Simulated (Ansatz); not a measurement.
Gas-phase electronic energies from Ansatz, PBE0-D4/def2-TZVP geometries. CBS: MP2 limit from def2 TZ/QZ plus the TZ coupled-cluster correction, frozen cores. This one scheme is used for every species. DFT in def2-TZVPP. B3LYP here is the variant with VWN-RPA as its local correlation; programs differ in this.

Consider the hydrogenolysis of a B–Cl bond: `ClB1O[SiH2]1` + H₂ → `B1O[SiH2]1` + HCl.

(1) Is it downhill or uphill in electronic energy at CCSD(T)/CBS, and by how much? (Estimate.)

(2) What do these levels give: LDA (SPW92), BLYP-D4, r2SCANh-D4, B2PLYP, PBE, revPBE, PBE0, B3LYP, RPA@PBE/def2-TZVPP, MP2/def2-TZVPP, CCSD/def2-TZVPP, SCS-MP2/def2-QZVPP? (Best estimate.)

Largest T1 diagnostic among the species: 0.017.

## Answers

(1) Ansatz gave: Uphill: ΔE = +64.1 kJ/mol.

(2) The calculation gave: LDA (SPW92) 71.9, BLYP-D4 70.6, r2SCANh-D4 71.7, B2PLYP 64.9, PBE 68.3, revPBE 66.4, PBE0 64.7, B3LYP 60.7, RPA@PBE/def2-TZVPP 59.7, MP2/def2-TZVPP 73.7, CCSD/def2-TZVPP 59.1, SCS-MP2/def2-QZVPP 66.6 kJ/mol.

From BLYP to BHLYP (50 % exact exchange), in def2-TZVPP and without D4, ΔE moves by −5.1 kJ/mol. In def2-TZVPP, CCSD(T) changes the Hartree–Fock value by +14.9 kJ/mol (the triples alone add +4.8 kJ/mol) and MP2 by +24.7 kJ/mol. The D4 term adds +6.2 kJ/mol with B3LYP and +3.3 kJ/mol with PBE0; it sums over pairs of atoms, weighted by their polarisabilities, and B3LYP, whose exchange is more repulsive, gets the larger term.
